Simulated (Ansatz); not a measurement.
Consider the ligand exchange at the Si–O bond: `CO[SiH2][SiH3]` + `CSS` → `CSS[SiH2][SiH3]` + CH₃OH.

Calculated with Ansatz (gas phase, PBE0-D4/def2-TZVP geometries, no zero-point term in ΔE). CCSD(T)/CBS is the MP2 limit (def2-TZVPP, def2-QZVPP) plus CCSD(T) − MP2 in def2-TZVPP, frozen cores. This one scheme is used for every species. DFT in def2-TZVPP. B3LYP here is the variant with VWN-RPA as its local correlation; programs differ in this. One conformer a species, not always the lowest.

```
        level  ΔE (kcal/mol)
        B3LYP            8.1
HF/def2-TZVPP           11.0
```

Task: What does CCSD(T)/CBS give? (An estimate is asked.)

Result: The calculation gave: +4.6 kcal/mol. The listed levels differ from it by 3.5, 6.4 kcal/mol.

Largest T1 diagnostic among the species: 0.013.

The D4 term adds −2.6 kcal/mol with B3LYP and −1.5 kcal/mol with PBE0; it sums over pairs of atoms, weighted by their polarisabilities, and B3LYP, whose exchange is more repulsive, gets the larger term. In def2-TZVPP, CCSD(T) changes the Hartree–Fock value by −5.4 kcal/mol (the triples alone add −1.2 kcal/mol) and MP2 by −6.5 kcal/mol.
